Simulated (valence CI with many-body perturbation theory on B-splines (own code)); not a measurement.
E1 line list for Er54+

Level of theory: configuration interaction combined with many-body perturbation theory (CI+MBPT): four valence electrons over a frozen Dirac-Fock core [Ne], a basis of 11 s, 11 p, 10 d, 8 f, 5 g, 2 h functions for each j, with the one-electron correlation potential Σ1 (screened to all orders), the two-electron term Σ2, the three-electron term Σ3, Breit, model QED; selected single and double excitations, second order for the rest, scaled by the run's own slope (own B-spline code, finite nucleus).

No measured spectrum was set against this ion. As an estimate, large intervals hold to a few tenths of a per cent, small ones and those within an open d or f shell to about a per cent. Among the levels kept, up to 570 cm⁻¹ of a level comes from second order outside the variational space, and about a tenth of that is noise between levels of different J, which matters for small intervals.

Lines 101 to 150 of 562 in falling wavelength, among levels below 10560 × 10³ cm⁻¹, chosen from the strongest by gf and those to the six lowest levels. Wavelengths and rates use the calculated energies. Electric multipoles are in the length gauge, E1 and E2 with the static RPA response of the core. Weak lines are less certain than strong ones. Lines between different terms over intervals too small for the method are left out, as are lines whose strength nearly cancels. Where a level lies close to another of its J and parity, the split of strength between their lines is uncertain. The highest levels of a list are the least certain.

Levels are named by their leading jj configuration (3d3/2^4 stands for four electrons in 3d with j = 3/2), which in mixed levels can hold well under half, so a name can repeat and another be missing. Letters in brackets count levels of one name in rising energy.

```tsv
λ vac (nm)	Upper	Lower	A (s⁻¹)	S (a.u.)
4.951	(3s^2 3d5/2^2) J=4	(3s^2 3p3/2 3d5/2) J=3	2.51e+11	1.35e-01
4.938	(3s^2 3d5/2^2) J=2	(3s^2 3p3/2 3d5/2) J=1	1.05e+11	3.13e-02
4.934	(3s 3p1/2 3d5/2^2) J=4 [a]	(3s 3p1/2 3p3/2 3d5/2) J=3 [b]	7.38e+10	3.94e-02
4.902	(3s 3p1/2 3d3/2 3d5/2) J=3 [e]	(3s 3p1/2 3p3/2 3d3/2) J=2 [e]	1.13e+11	4.58e-02
4.901	(3s 3p1/2 3d5/2^2) J=1 [a]	(3s 3p1/2 3p3/2 3d5/2) J=0	7.27e+10	1.27e-02
4.890	(3s 3p3/2^2 3d5/2) J=1 [a]	(3s 3p3/2^3) J=2	9.99e+10	1.73e-02
4.854	(3s 3p1/2^2 3d5/2) J=2	(3s 3p1/2^2 3p3/2) J=1	1.10e+11	3.11e-02
4.839	(3s 3p1/2 3d3/2 3d5/2) J=1 [b]	(3s 3p1/2 3p3/2 3d3/2) J=1 [c]	1.17e+11	1.96e-02
4.839	(3s 3p1/2 3d3/2 3d5/2) J=2 [d]	(3s 3p1/2 3p3/2 3d3/2) J=1 [d]	6.81e+10	1.90e-02
4.832	(3s 3p1/2 3d5/2^2) J=1 [a]	(3s 3p1/2 3p3/2 3d5/2) J=1 [c]	1.30e+11	2.18e-02
4.821	(3s^2 3p3/2 3d5/2) J=2	(3s^2 3p3/2^2) J=2	1.04e+11	2.89e-02
4.779	(3s 3p1/2 3d5/2^2) J=5	(3s 3p1/2 3p3/2 3d5/2) J=4 [b]	1.17e+11	6.92e-02
4.776	(3s^2 3d5/2^2) J=2	(3s^2 3p3/2 3d5/2) J=3	5.55e+10	1.49e-02
4.771	(3s 3p1/2 3d5/2^2) J=4 [b]	(3s 3p1/2 3p3/2 3d5/2) J=4 [c]	8.04e+10	3.88e-02
4.767	(3s^2 3d3/2 3d5/2) J=3	(3s^2 3p3/2 3d3/2) J=2	1.42e+11	5.33e-02
4.763	(3s 3p1/2 3d3/2 3d5/2) J=3 [c]	(3s 3p1/2 3p3/2 3d3/2) J=2 [c]	8.94e+10	3.34e-02
4.757	(3s 3p1/2 3d5/2^2) J=4 [a]	(3s 3p1/2 3p3/2 3d5/2) J=3 [a]	1.54e+11	7.36e-02
4.756	(3s^2 3p1/2 3d5/2) J=2	(3s^2 3p1/2 3p3/2) J=2	2.79e+10	7.41e-03
4.755	(3s 3p1/2 3d5/2^2) J=2 [a]	(3s 3p1/2 3p3/2 3d5/2) J=1 [a]	4.52e+10	1.20e-02
4.741	(3s^2 3p1/2 3d5/2) J=3	(3s^2 3p1/2 3p3/2) J=2	1.36e+11	4.99e-02
4.738	(3s 3p1/2 3p3/2 3d5/2) J=2 [a]	(3s 3p1/2 3p3/2^2) J=2 [a]	1.09e+11	2.87e-02
4.712	(3p1/2^2 3d3/2 3d5/2) J=2	(3p1/2^2 3p3/2 3d3/2) J=1	6.32e+10	1.63e-02
4.705	(3s 3p1/2 3p3/2 3d5/2) J=0	(3s 3p1/2 3p3/2^2) J=1 [b]	2.62e+11	1.35e-02
4.698	(3s 3p1/2 3d5/2^2) J=1 [b]	(3s 3p1/2 3p3/2 3d5/2) J=2 [d]	1.18e+11	1.81e-02
4.690	(3s 3p1/2 3d5/2^2) J=2 [b]	(3s 3p1/2 3p3/2 3d5/2) J=1 [b]	5.36e+10	1.37e-02
4.680	(3s 3p1/2 3p3/2 3d5/2) J=3 [b]	(3s 3p1/2 3p3/2^2) J=3	1.08e+11	3.84e-02
4.679	(3s 3p3/2^2 3d5/2) J=1 [b]	(3s 3p3/2^3) J=1	2.73e+11	4.15e-02
4.663	(3s 3p1/2 3d3/2 3d5/2) J=2 [b]	(3s 3p1/2 3p3/2 3d3/2) J=2 [c]	1.05e+11	2.63e-02
4.660	(3s 3p1/2 3d3/2 3d5/2) J=3 [d]	(3s 3p1/2 3p3/2 3d3/2) J=2 [d]	1.30e+11	4.56e-02
4.659	(3s 3p1/2 3d5/2^2) J=3 [b]	(3s 3p1/2 3p3/2 3d5/2) J=3 [c]	4.59e+10	1.60e-02
4.648	(3s 3p3/2 3d3/2^2) J=2 [c]	(3p1/2 3p3/2^3) J=2	5.86e+10	1.45e-02
4.644	(3s 3p1/2 3d3/2 3d5/2) J=4 [c]	(3s 3p1/2 3p3/2 3d3/2) J=3 [c]	4.80e+10	2.13e-02
4.636	(3s 3p1/2 3p3/2 3d5/2) J=4 [b]	(3s 3p1/2 3p3/2^2) J=3	1.30e+11	5.77e-02
4.632	(3p1/2^2 3d3/2 3d5/2) J=3	(3p1/2^2 3p3/2 3d3/2) J=2	9.47e+10	3.25e-02
4.630	(3s 3p1/2 3d3/2 3d5/2) J=3 [b]	(3s 3p1/2 3p3/2 3d3/2) J=2 [b]	1.73e+11	5.93e-02
4.629	(3p1/2 3p3/2^2 3d5/2) J=1 [b]	(3p1/2 3p3/2^3) J=1	2.64e+11	3.88e-02
4.618	(3s 3p1/2^2 3d5/2) J=3	(3s 3p1/2^2 3p3/2) J=2	1.33e+11	4.52e-02
4.614	(3p1/2^2 3d3/2 3d5/2) J=4	(3p1/2^2 3p3/2 3d3/2) J=3	1.41e+11	6.14e-02
4.614	(3s 3p3/2^2 3d5/2) J=3 [b]	(3s 3p3/2^3) J=2	3.38e+10	1.15e-02
4.613	(3p1/2^2 3p3/2 3d5/2) J=1	(3p1/2^2 3p3/2^2) J=0	1.14e+11	1.66e-02
4.606	(3s^2 3p1/2 3d5/2) J=2	(3s^2 3p1/2 3p3/2) J=1	1.90e+11	4.59e-02
4.604	(3s^2 3d3/2 3d5/2) J=2	(3s^2 3p3/2 3d3/2) J=1	1.34e+11	3.24e-02
4.603	(3s 3p1/2 3p3/2 3d5/2) J=2 [d]	(3s 3p1/2 3p3/2^2) J=1 [b]	2.61e+11	6.28e-02
4.603	(3s 3p1/2 3p3/2 3d5/2) J=2 [b]	(3s 3p1/2 3p3/2^2) J=3	6.98e+10	1.68e-02
4.596	(3s 3p1/2 3d3/2 3d5/2) J=4 [a]	(3s 3p1/2 3p3/2 3d3/2) J=3 [a]	1.52e+11	6.58e-02
4.593	(3s^2 3p3/2 3d5/2) J=1	(3s^2 3p3/2^2) J=0	2.35e+11	3.37e-02
4.592	(3s 3p1/2 3d3/2 3d5/2) J=2 [a]	(3s 3p1/2 3p3/2 3d3/2) J=2 [b]	6.49e+10	1.55e-02
4.589	(3s^2 3d3/2 3d5/2) J=2	(3s^2 3p3/2 3d3/2) J=2	7.86e+10	1.87e-02
4.587	(3p1/2 3p3/2^2 3d5/2) J=3 [c]	(3p1/2 3p3/2^3) J=2	2.31e+11	7.70e-02
4.584	(3s 3p1/2 3p3/2 3d5/2) J=1 [c]	(3s 3p1/2 3p3/2^2) J=1 [a]	2.07e+11	2.95e-02
```
